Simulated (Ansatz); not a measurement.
Consider the ligand exchange at the Si–C bond: `FC([SiH3])[SiH2][SiH3]` + H₂S → `[SiH3][SiH2]S` + `FC[SiH3]`.

Calculated with Ansatz (gas phase, PBE0-D4/def2-TZVP geometries, no zero-point term in ΔE). CBS: MP2 limit from def2 TZ/QZ plus the TZ coupled-cluster correction, frozen cores. This one scheme is used for every species. Functionals use def2-TZVPP. B3LYP here is the variant with VWN-RPA as its local correlation; programs differ in this. Each species was taken in one conformer, which may not be the lowest.

```
             level  ΔE (kJ/mol)  difference from CCSD(T)/CBS
            PBE-D4        -64.4                          2.3
         r2SCAN-D4        -67.8                         -1.1
           ωB97M-V        -64.5                          2.2
            B2PLYP        -70.9                         -4.2
               PBE        -69.7                         -3.0
              PBE0        -72.9                         -6.2
             B3LYP        -72.4                         -5.7
     HF/def2-TZVPP        -80.6                        -13.9
    MP2/def2-TZVPP        -69.4                         -2.7
SCS-MP2/def2-TZVPP        -69.4                         -2.7
   CCSD/def2-TZVPP        -66.2                          0.5
CCSD(T)/def2-TZVPP        -64.4                          2.3
     HF/def2-QZVPP        -80.7                        -14.0
    MP2/def2-QZVPP        -70.8                         -4.1
      HF/CBS(def2)        -80.7                        -14.0
     MP2/CBS(def2)        -71.7                         -5.0
       CCSD(T)/CBS        -66.7                            0
```

Largest T1 diagnostic among the species: 0.013.

The D4 term adds +8.2 kJ/mol with B3LYP and +5.0 kJ/mol with PBE0; it sums over pairs of atoms, weighted by their polarisabilities, and B3LYP, whose exchange is more repulsive, gets the larger term. From PBE to PBE0 (25 % exact exchange), in def2-TZVPP and without D4, ΔE moves by −3.2 kJ/mol. In def2-TZVPP, CCSD(T) changes the Hartree–Fock value by +16.2 kJ/mol (the triples alone add +1.8 kJ/mol) and MP2 by +11.2 kJ/mol.
